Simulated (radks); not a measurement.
Question: All-electron atom: Gd in [Xe] 4f7 5d2 6s1 (not the ground configuration). Calculated with a radial shooting solver on a logarithmic mesh with Libxc functionals: Dirac Kohn-Sham, LDA (Slater exchange, Perdew-Wang correlation), spin-unpolarised, spherical densities, point nucleus; open shells fill j = l - 1/2 first. Some entries of the table are withheld. Estimate them.

orbital,occ.,eigenvalue (Ry),<1/r> (bohr^-1),r(max) (bohr)
1s1/2,2,(1),71.62,0.01393
2s1/2,2,-606.4620,17.09,0.07923
2p1/2,2,-576.0537,17.07,0.05982
2p3/2,4,-524.9677,15.08,0.06565
3s1/2,2,-134.2903,6.223,0.2247
3p1/2,2,-121.0887,6.142,0.2118
3p3/2,4,-110.6147,5.638,0.2242
3d3/2,4,-87.74341,5.519,0.1779
3d5/2,6,-85.45931,5.394,0.1814
4s1/2,2,-26.90385,2.606,0.5161
4p1/2,2,-21.76683,2.501,0.5202
4p3/2,4,-19.42310,2.328,0.5467
4d3/2,4,-10.94617,2.111,0.5541
4d5/2,6,-10.52254,2.068,0.5628
5s1/2,2,-3.53702,1.001,1.195
5p1/2,2,-2.12338,0.8808,(2)
5p3/2,4,-1.80342,0.8171,(3)
4f5/2,6,-0.55384,1.528,0.5640
4f7/2,1,-0.49847,1.508,0.5690
6s1/2,1,-0.27843,0.3070,3.434
5d3/2,2,-0.14284,0.4503,2.008
5d5/2,0,-0.12599,0.4314,2.073

Answer: 
(1) 1s1/2 eigenvalue (Ry): -3675.139
(2) 5p1/2 r(max) (bohr): 1.303
(3) 5p3/2 r(max) (bohr): 1.382
